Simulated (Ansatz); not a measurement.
Mulliken charges of BrF2Ga (`[F][Ga]([F])[Br]`) from ωB97M-V/def2-TZVPP in Ansatz (PBE0-D4/def2-TZVP geometry).

```json
{"atom": "F1", "x (Å)": "-0.791", "y (Å)": "-0.453", "z (Å)": "1.528", "charge (e)": "-0.342"}
{"atom": "Ga2", "x (Å)": "0.057", "y (Å)": "-0.066", "z (Å)": "0.069", "charge (e)": "0.843"}
{"atom": "F3", "x (Å)": "1.694", "y (Å)": "-0.620", "z (Å)": "-0.023", "charge (e)": "-0.342"}
{"atom": "Br4", "x (Å)": "-0.904", "y (Å)": "1.079", "z (Å)": "-1.594", "charge (e)": "-0.158"}
```

Q: By hand: the dipole of these point charges (1 e Å = 4.8032 D).

A: Σ q r = (-0.118, 0.141, -0.205) e Å, of length 0.275 e Å = 1.32 D.

Q: How does the dipole of the full density compare? (An estimate is asked.)

A: Ansatz gave: (-0.120, 0.143, -0.207) e Å, 1.34 D; the point charges give 0.99 times that, at 0° from its direction.

Point charges leave out the atoms' own dipoles, such as those of lone pairs, and Mulliken's split depends on the basis, so the close match here is no proof of good charges.
